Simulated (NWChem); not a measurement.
System: CH$_{5}$FO$_{2}$Si$_{2}$; SMILES O=C[Si@@](O)(F)[SiH3]

NWChem input:

```
start job
memory heap 200 mb stack 900 mb global 1100 mb
geometry units angstroms noautoz
  O      1.742526     1.560991     0.144699
  C      0.543773     1.706294     0.089740
  Si    -0.556330     0.137874    -0.039180
  O     -1.652982     0.260379     1.191324
  F     -1.347000     0.176239    -1.465506
  Si     0.845598    -1.739335     0.011075
  H      0.096833     2.737790     0.121345
  H     -2.230416    -0.484246     1.385241
  H      1.763498    -1.725054    -1.164829
  H      0.009749    -2.980165    -0.039029
  H      1.630325    -1.744827     1.280760
end
basis spherical
  O library 6-31g*
  C library 6-31g*
  Si library 6-31g*
  F library 6-31g*
  H library 6-31g*
end
dft
  xc hfexch
  iterations 150
end
tddft
  cis
  nroots 6
  notriplet
end
task tddft energy
```

All runs use the structure optimised with PBE0/def2-SVP.

Vertical excitations in the gas phase.

Q: Predict the main results of this run. (Hartree-Fock/6-31G* (spherical d), CIS.) Quantities: basis functions; lowest excitation, singlet (eV); oscillator strength of that lowest state; lowest state with f > 0.02, singlet (eV); oscillator strength of that bright state; orbital gap (eV).

A: 
| Property | Result |
|---|---|
| number of basis functions | 102 |
| lowest excitation, singlet (eV) | 3.81 |
| oscillator strength of that lowest state | 0.000 |
| lowest state with f > 0.02, singlet (eV) | 7.85 |
| oscillator strength of that bright state | 0.037 |
| orbital gap (eV) | 13.14 |
